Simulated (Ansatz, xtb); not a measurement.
# Two conformers of FGaH2O2S

Structure I: `O[S][Ga]([OH])[F]`, a singlet. Structure II: `O[S][Ga]([OH])[F]`, a singlet. Both are isolated molecules in the gas phase, relaxed with B3LYP/6-31G*.

I (Å):

```csv
atom,x (Å),y (Å),z (Å)
F,-2.2202,-1.6989,1.9995
Ga,-1.2118,-0.7162,0.9403
O,1.3756,-0.1891,-0.5586
O,-1.8260,0.9118,0.5085
S,0.6931,-1.5699,0.1783
H,-2.6701,1.0752,0.9610
H,1.0805,-0.1961,-1.4860
```

II (Å):

```xyz
7

F    -2.2917   -3.5119   -0.3866
Ga   -1.7257   -2.4519    0.8984
O    -1.6687   -3.1307    2.5581
O    -1.1425   -0.3523   -1.2203
S    -1.1518   -0.3434    0.4875
H    -1.9746   -4.0528    2.5548
H    -2.0313   -0.0735   -1.5021
```

Energies in hartree; the thermal terms are from B3LYP/6-31G* harmonic frequencies (ideal gas, rigid rotor, one conformer each, 298.15 K, 1 atm) and include the zero-point energy:

|  | I | II |
| --- | --- | --- |
| E, CCSD(T)/def2-SVP | −2571.529977 | −2571.529935 |
| E, MP2/def2-SVP | −2571.495507 | −2571.495424 |
| E, MP2/def2-TZVPP | −2572.439846 | −2572.439597 |
| zero-point energy | 0.030715 | 0.030681 |
| H(298 K) − E | 0.039267 | 0.039246 |
| G(298 K) − E | −0.002574 | −0.002645 |

Correct the CCSD(T) difference for the basis set by the MP2 change, then work out ΔE, ΔE₀, ΔH and ΔG for I → II in kcal/mol (1 Eh = 627.51 kcal/mol) and the equilibrium ratio [II]/[I].

1. Differences II − I: CCSD(T) +0.000042, MP2 in the small set +0.000083, MP2 in the large set +0.000249 Eh.
2. ΔE = +0.000042 + (+0.000249 − (+0.000083)) = +0.000208 Eh = +0.13 kcal/mol.
3. ΔE₀ = ΔE + ΔZPE = +0.000208 + (−0.000034) Eh = +0.11 kcal/mol.
4. ΔH = ΔE + (−0.000021) Eh = +0.12 kcal/mol.
5. ΔG = ΔE + (−0.000071) Eh = +0.09 kcal/mol, so ΔS = (ΔH − ΔG)/T = +0.4 J/(mol K).
6. kT = 0.9442 mEh, so K = [II]/[I] = exp(−ΔG/kT) = exp(−0.15) ≈ 0.86.

The two are too close for this level to say which is favoured. An error of 1 kcal/mol in ΔG would change K by a factor of 5.4. Mirror images and further conformers aren't counted.

Other levels gave ΔE = +0.1 (B3LYP/6-31G*); 0.0 (HF/def2-SVP); +0.1 (MP2/def2-SVP); 0.0 (CCSD(T)/def2-SVP) kcal/mol. The correlated steps freeze 17 core orbitals; the filled d shell of Ga is correlated, in a basis made for valence electrons. Programs: Ansatz 0.2.0.
